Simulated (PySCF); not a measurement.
**Electron correlation in Ga (gallium, neutral)**

[Ar] 3d10 4s1 4p2, high-spin 4P determinant (an excited configuration). Computed with PySCF 2.14 in aug-cc-pwCVDZ-PP with ECP10MDF (6s5p4d1f, 48 functions), with scalar relativity through the core potential. Frozen: 3s2 3p6 3d10; 3 electrons correlated.

MP2 pair energies summed by pair of shells (mhartree):

```csv
pair,energy,share (%)
4p-4p,-4.05,55.5
4s-4p,-3.25,44.5
```

Total MP2 correlation energy: -7.30 mhartree.

Same-spin part -7.30 and opposite-spin part 0.00 mhartree; SCS-MP2 scales them by 1/3 and 6/5 to -2.43 mhartree.
